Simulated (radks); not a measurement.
Trend from Lu to Hg: ionisation energy by Delta-SCF between NIST ground configurations, and size. All-electron calculation, non-relativistic Kohn-Sham, r2SCAN, spin-polarised, spherical densities, point nucleus; open shells are filled with parallel spins first (spin-orbit coupling, left out, can overturn this in heavy ions); meta-GGA in the generalised Kohn-Sham scheme. Program: a radial shooting solver on a logarithmic mesh with Libxc functionals.

\begin{tabular}{lrrrrrrrrr}
species & configuration & configuration of the ion & IE (eV) & NIST (eV) & kind & -e(HOMO) (eV) & outermost & <r> outermost (bohr) & r at 0.001 e/bohr^3 (bohr) \\ \hline
Lu & [Xe] 4f14 5d1 6s2 & [Xe] 4f14 6s2 & 6.438 & 5.426 & exp. & 2.862 (5d) & 6s & 4.12 & 5.23 \\
Hf & [Xe] 4f14 5d2 6s2 & [Xe] 4f14 5d1 6s2 & 8.236 & 6.825 & exp. & 4.082 (6s) & 6s & 4.01 & 5.14 \\
Ta & [Xe] 4f14 5d3 6s2 & [Xe] 4f14 5d3 6s1 & 6.215 & 7.550 & exp. & 4.149 (6s) & 6s & 3.92 & 5.04 \\
W & [Xe] 4f14 5d4 6s2 & [Xe] 4f14 5d4 6s1 & 6.297 & 7.864 & exp. & 4.195 (6s) & 6s & 3.85 & 4.95 \\
Re & [Xe] 4f14 5d5 6s2 & [Xe] 4f14 5d5 6s1 & 6.363 & 7.834 & exp. & 4.229 (6s) & 6s & 3.78 & 4.87 \\
Os & [Xe] 4f14 5d6 6s2 & [Xe] 4f14 5d6 6s1 & 6.974 & 8.438 & exp. & 4.637 (6s) & 6s & 3.55 & 4.79 \\
Ir & [Xe] 4f14 5d7 6s2 & [Xe] 4f14 5d7 6s1 & 7.394 & 8.967 & exp. & 4.911 (6s) & 6s & 3.40 & 4.72 \\
Pt & [Xe] 4f14 5d9 6s1 & [Xe] 4f14 5d9 & 7.339 & 8.959 & exp. & 4.689 (6s) & 6s & 3.35 & 4.43 \\
Au & [Xe] 4f14 5d10 6s1 & [Xe] 4f14 5d10 & 7.306 & 9.226 & exp. & 4.632 (6s) & 6s & 3.33 & 4.38 \\
Hg & [Hg] & [Xe] 4f14 5d10 6s1 & 8.282 & 10.438 & exp. & 5.464 (6s) & 6s & 3.10 & 4.55 \\
\end{tabular}

Reference values: NIST Atomic Spectra Database (exp. = measured, semi-emp. = semi-empirical, theory = theoretical value adopted there). Relativity is left out here, which matters for elements this heavy. Open shells are spherical and high-spin; term and fine-structure splittings are not resolved.
